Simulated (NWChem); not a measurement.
A series in which one site is exchanged, each optimised at PBE0/def2-SVP with NWChem, gas phase unless a solvent is named. All stand in one matching conformer (torsions within 35°), which need not be the lowest. Pople sets run with spherical d functions. This build's default masses of Se (78.918 u) and Br (79.917 u) are each other's, which moves their modes by up to 0.6 %. Shieldings are non-relativistic GIAO values without spin-orbit effects.

A: [NH2][AlH][Cl] (AlNH$_{3}$Cl; site = Cl)
B: [AlH2][NH2] (AlNH4; site = H)
C: [NH2][AlH][F] (AlNH3F; site = F)
D: [NH2][AlH][Br] (AlNH$_{3}$Br; site = Br)

Q: Rank them by Al absolute shielding, B3LYP/6-31G* (ppm), lowest first.

A: B (417.5), D (435.4), A (446.2), C (471.6)
